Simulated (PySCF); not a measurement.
F6Si (anion, charge -2), SMILES F[Si-2](F)(F)(F)(F)F (B3LYP/def2-SVP optimised geometry):

```
7

F     -0.001     0.003    -1.729
Si     0.000     0.000     0.000
F      0.001     1.728     0.000
F      0.000    -1.728    -0.001
F      1.729     0.000     0.000
F      0.000    -0.003     1.729
F     -1.729     0.000     0.000
```

Method: B3LYP/def2-TZVPD in PySCF.

Question: What are the frontier orbital energies?

Answer: HOMO-2 0.82 eV, HOMO-1 0.82 eV, HOMO 0.82 eV, LUMO 7.49 eV, LUMO+1 8.46 eV.

Meta-Löwdin charges at B3LYP/def2-TZVPD: F1 -0.63, Si2 1.78, F3 -0.63, F4 -0.63, F5 -0.63, F6 -0.63, F7 -0.63.
